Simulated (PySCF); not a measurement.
A run for PySCF: D3(BJ) and D4 dispersion corrections on F7I.

```python
from pyscf import gto
from pyscf.dispersion import dftd3, dftd4

mol = gto.M(
    atom='''
    I     0.00000546   -0.00000000   -0.00000000
    F     0.00000855   -0.00000000    1.83056890
    F     0.00000855    0.00000000   -1.83056890
    F     1.88981807   -0.00000000    0.00000000
    F     0.58398582    1.79733319    0.00000000
    F    -1.52890614    1.11079972    0.00000000
    F    -1.52890614   -1.11079972    0.00000000
    F     0.58398582   -1.79733319    0.00000000
    ''',
    basis='def2-svp',
    charge=0, spin=0, verbose=0, max_memory=1800)
d3, d4 = {}, {}
for xc in ['hf', 'pbe', 'blyp', 'revpbe', 'tpss', 'r2scan', 'b3lyp', 'pbe0', 'bhlyp', 'camb3lyp', 'b2plyp']:
    d3[xc] = float(dftd3.DFTD3Dispersion(mol, xc=xc, version='d3bj', atm=False).get_dispersion()['energy'])
    print(f'D3(BJ) {xc:10s} {d3[xc]:14.8f} Eh')
for xc in ['hf', 'pbe', 'blyp', 'revpbe', 'tpss', 'r2scan', 'b3lyp', 'pbe0', 'bhlyp', 'camb3lyp', 'b2plyp']:
    d4[xc] = float(dftd4.DFTD4Dispersion(mol, xc={'camb3lyp': 'cam-b3lyp'}.get(xc, xc), atm=True).get_dispersion()['energy'])
    print(f'D4     {xc:10s} {d4[xc]:14.8f} Eh')
```

Program output:

```
D3(BJ) hf            -0.05717664 Eh
D3(BJ) pbe           -0.00632741 Eh
D3(BJ) blyp          -0.01403854 Eh
D3(BJ) revpbe        -0.01593516 Eh
D3(BJ) tpss          -0.00803971 Eh
D3(BJ) r2scan        -0.00166216 Eh
D3(BJ) b3lyp         -0.01155075 Eh
D3(BJ) pbe0          -0.00550951 Eh
D3(BJ) bhlyp         -0.00945388 Eh
D3(BJ) camb3lyp      -0.00507398 Eh
D3(BJ) b2plyp        -0.00551885 Eh
D4     hf            -0.02967889 Eh
D4     pbe           -0.00805894 Eh
D4     blyp          -0.01801806 Eh
D4     revpbe        -0.02562396 Eh
D4     tpss          -0.01088032 Eh
D4     r2scan        -0.00192201 Eh
D4     b3lyp         -0.01300537 Eh
D4     pbe0          -0.00672138 Eh
D4     bhlyp         -0.00962887 Eh
D4     camb3lyp      -0.00674817 Eh
D4     b2plyp        -0.00557731 Eh
```

The run finished.

Cost: around 0.04 core-seconds (rough).
